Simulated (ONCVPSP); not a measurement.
**Varying the ONCV potential for fluorine (F)**

Base potential:

ONCVPSP 4.0.1 input, shortened (lines: element, Z, core and valence counts, functional; n l f; lmax; l rc ep ncon nbas qcut; lloc lpopt rc5 dvloc0; l nproj debl; icmod fcfact rcfact), PBEsol, scalar-relativistic:

```
  F 9.00    1    2  -116133      upf
    1    0    2.00
    2    0    1.50
    2    1    5.50
    2
    0    0.55    0.00    5   10   11.20
    1    0.95    0.00    4    8   15.20
    2    0.85    0.29    5    9    9.50
    4    5    0.50    0.00
    0    3    2.50
    1    3    1.90
    2    2    1.50
    3    5.50    1.55
```

Cutoffs, loose and tight: the cutoffs (Ha) at which the residual kinetic energy of the hardest occupied pseudo-wave falls to 1 and 0.1 mHa per electron. They do not see the model core or the augmentation charge, which bear on the density cutoff. Test errors are all-electron minus pseudo excitation energies from the reference, over the configurations 2s2 2p5; 2s2 2p4; 2s2 2p3; 2s1 2p6. A dash means not determined; rows that change the core or the reference have their own tests.

A true bound ghost makes a file unfit for plane-wave use even where its test errors are small: the radial tests pick states by their node count and pass the ghost by.

```csv
change,outcome,"cutoff, loose","cutoff, tight",bound ghosts,GHOST(+) flags above zero,largest test error (meV)
base,generated,739 Ha,975 Ha,s,"s, d",-9.0
"local potential polynomial inside 0.50 bohr (lpopt 5, dvloc0 -1.5 Ha)",generated,739 Ha,975 Ha,s,"s, d",+16
"local potential polynomial inside 0.50 bohr (lpopt 5, dvloc0 0.5 Ha)",generated,739 Ha,975 Ha,s,"s, d",+12
"local potential polynomial inside 0.50 bohr (lpopt 5, dvloc0 2 Ha)",generated,739 Ha,975 Ha,s,"s, d",+14
"local potential polynomial inside 0.50 bohr (lpopt 5, dvloc0 4.5 Ha)",generated,739 Ha,975 Ha,s,"s, d",+15
"local potential polynomial inside 0.50 bohr (lpopt 5, dvloc0 7 Ha)",generated,739 Ha,975 Ha,s,"s, d",+15
"local potential polynomial inside 0.50 bohr (lpopt 5, dvloc0 8.5 Ha)",generated,739 Ha,975 Ha,s,"s, d",+15
```

Reading the sweep of the dvloc0 (base included, trends over the rows without a ghost): Bound ghosts are found at -1.5, 0, 0.5, 2, 4.5, 7, 8.5 Ha. Every judged row has one, so this setting neither creates nor removes them.
